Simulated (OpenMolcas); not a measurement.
Ti3+ with 6 ligands (fluoride) in octahedral coordination (Oh) at 2.04 Å. A charge of +0.5 e stands 2.6 Å behind each ligand. Ligand basis ANO-RCC-VDZP.
```
Ti    0.0000    0.0000    0.0000
F     2.0400    0.0000    0.0000
F     0.0000    2.0400    0.0000
F    -2.0400    0.0000    0.0000
F     0.0000   -2.0400    0.0000
F     0.0000    0.0000    2.0400
F     0.0000    0.0000   -2.0400
```

| Property | Result |
| --- | --- |
| Program | OpenMolcas 26.06 |
| Method | SS-CASPT2, IPEA 0.25 Eh, real shift 0.3 Eh (closed shells correlated: 3s 3p and the ligand valence shells) |
| Basis | ANO-RCC-VTZP [6s5p3d2f1g] |
| Scalar Hamiltonian | DKH2, point nucleus |
| Active space | 1 electron in 5 orbitals (3d) |
| State averaging | 2S+1 = 2 even, 5 roots |
| Spin-orbit coupling | state interaction with AMFI integrals over the reference wave functions |

(1) What is the spin-free ground state (labels of O, the rotations of Oh)?

(2) Where is the first state of the same spin?

(3) What are the lowest two levels with spin-orbit coupling?

(4) What is χT at 300 K, and how does it compare with the textbook value?

(5) Which ligand-field parameters describe the states?

## Answers

(1) 2T2, 3-fold in its orbital part, 100 % from free-ion D terms; it has the highest spin that d1 allows.

(2) 2E at 13800 cm-1 above the ground state.

(3) A 4-fold level Γ8, then a 2-fold level Γ7 220 cm-1 above it. Their leading multiplicities are 2 (100 %) and 2 (100 %).

(4) The lowest level has 2S+1 = 2, for which the spin-only value is χT = S(S+1) / 2 = 0.375 cm3 K/mol (g = 2). The computed 0.449 at 300 K differs by +0.074, through orbital momentum, spin-orbit coupling and any other state in reach. With a threefold ground state the orbital momentum is unquenched, so the spin-only value is not expected to hold.

(5) The gap between the two states is 10Dq = 13837 cm-1. 

Over all roots computed the reference weight is 0.75; a low but even weight reflects the number of correlated electrons. An orbital triplet at a regular site is open to Jahn-Teller coupling, which can distort the site and quench the lowest spin-orbit gaps and is left out. Ligand-to-metal charge-transfer states are missing. With one d shell and no ligand orbital active, 10Dq can be off by a tenth or more. Free-ion shares, where given, are those of the reference states; single-state CASPT2 does not remix them. The distance lies 3 % over the 1.98 Å that this model takes as the normal distance (a Shannon-type radius plus a fixed donor radius); by an R⁻⁵ law this alone changes a d-shell field by about -14 %. No measured value stands beside these numbers; the geometry was imposed, not optimised, and the real ion may take another.
